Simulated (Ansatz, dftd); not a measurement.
Reaction: BH3 (SMILES B) → BH3+ (parent SMILES B, doublet) + e-
Each species at its own B3LYP-D3(BJ)/def2-TZVP minimum (Ansatz, a first-principles code).

Quantity: adiabatic ionisation energy (electronic), in eV. Open shells are spin-unrestricted; no spin-orbit coupling. Correlated methods leave the cores frozen. Rows without X2C or -DK are non-relativistic. CBS(X,Y): correlation extrapolated as X^-3, Hartree-Fock from the larger set (Q,5: extrapolated as (X+1)exp(-9√X)). A bracket is a step between two methods taken in the basis named. Functionals run without relativity, which enters their misses. Double hybrids freeze cores in their MP2 part. 'core' is core correlation in cc-pwCVTZ, 'X2C' scalar relativity in cc-pVTZ-DK, both at CCSD(T). Full CI freezes restricted core orbitals, also for open shells; the composite that ends in it estimates full CI at the basis-set limit. The spin of H3B+ (parent SMILES B, doublet) was assumed, and the state is the lowest solution found for it.

Compared with CCSD(T)/CBS(cc-pVQZ,cc-pV5Z) + [CCSDT(Q) - CCSD(T)]/cc-pVQZ + [FCI - CCSDT(Q)]/cc-pVDZ + core + X2C (Ansatz): 12.15 eV.

Costs are rough ratios of core time, to one figure, on one kind of shared machine, summed over the single points of the molecules; atoms, geometries and frequencies are left out. The first row took roughly 3 core seconds; short runs hold start-up time.

| level | program | cost relative to the first row |
|---|---|---|
| CAM-B3LYP-D3(BJ)/def2-TZVPD | Ansatz + dftd3 | 1 |
| r2SCANh/def2-TZVPD | Ansatz | 1 |
| B2GP-PLYP-D3(BJ)/def2-TZVPD | Ansatz + dftd3 | 1 |
| CCSD(T)/cc-pVTZ | Ansatz | 2 |
| CCSDTQ/cc-pVDZ | Ansatz | 20 |
| CCSD(T)/CBS(cc-pVTZ,cc-pVQZ) + core + X2C | Ansatz | 30 |
| CCSDT(Q)/cc-pVQZ | Ansatz | 500 |

Task: Which is the cheapest listed level within 2 kcal/mol (0.09 eV) of that value?

Result: CCSD(T)/cc-pVTZ.
```tsv
level	difference (eV)
CAM-B3LYP-D3(BJ)/def2-TZVPD	-0.11
r2SCANh/def2-TZVPD	-0.30
B2GP-PLYP-D3(BJ)/def2-TZVPD	-0.16
CCSD(T)/cc-pVTZ	-0.07
CCSDTQ/cc-pVDZ	-0.23
CCSD(T)/CBS(cc-pVTZ,cc-pVQZ) + core + X2C	0.00
CCSDT(Q)/cc-pVQZ	-0.04
```
